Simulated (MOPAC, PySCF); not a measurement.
F₃In, SMILES `[F][In]([F])[F]`, neutral singlet in the gas phase. 

Cartesian coordinates (Å):
```xyz
4

F      1.8548    -0.3994     0.0098
In    -0.0127     0.0365    -0.0039
F     -0.5682     1.8721    -0.0151
F     -1.3243    -1.3624    -0.0075
```
Charge 0, multiplicity 1.

All levels are single points at this geometry (PBE0-D3(BJ)/def2-TZVP); Pople sets use spherical d functions. Orbital energies aren't observables, and empty levels follow the basis.

| level | HOMO (eV) | LUMO (eV) | gap (eV) | dipole (D) | vertical IE, Delta-SCF (eV) |
|---|---|---|---|---|---|
| PBE-D3(BJ)/def2-TZVP in PySCF | -9.18 | -4.35 | 4.83 | 0.00 | – |
| PBE0-D3(BJ)/def2-TZVP in PySCF | -11.14 | -3.41 | 7.73 | 0.00 | – |
| B3LYP/6-311+G** (LANL2DZ on In) in PySCF | -11.18 | -3.79 | 7.39 | 0.00 | – |
| B3LYP/6-31G* (LANL2DZ on In) in PySCF | -10.06 | -2.85 | 7.21 | 0.00 | – |
| M06-2X/6-31G* (LANL2DZ on In) in PySCF | -12.52 | -1.61 | 10.92 | 0.00 | – |
| SVWN5/6-31G* (LANL2DZ on In) in PySCF | -8.49 | -3.69 | 4.80 | 0.00 | – |
| HF/6-31G* (LANL2DZ on In) in PySCF | -15.90 | 0.63 | 16.53 | 0.00 | 14.89 |
| AM1 in MOPAC | -13.17 | -2.67 | 10.50 | 0.00 | – |
| PM3 in MOPAC | -15.86 | -3.41 | 12.45 | 0.00 | – |
